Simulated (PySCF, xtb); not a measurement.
CClF₂, SMILES F[C](F)Cl, multiplicity 2.

Harmonic wavenumbers (cm⁻¹) from GFN2-xTB (xtb 6.7.1) at its own minimum, in rising order: 324, 381, 467, 699, 1093, 1143.

### Question
What does PBE0-D3(BJ)/def2-TZVP run with PySCF give at its own minimum? (The exact figures need the calculation; the answer reports its results.)

### Answer
369, 430, 604, 773, 1190, 1256. Paired by order, the mean absolute difference is 86 cm⁻¹ and the zero-point energies are 5.9 and 6.6 kcal/mol.
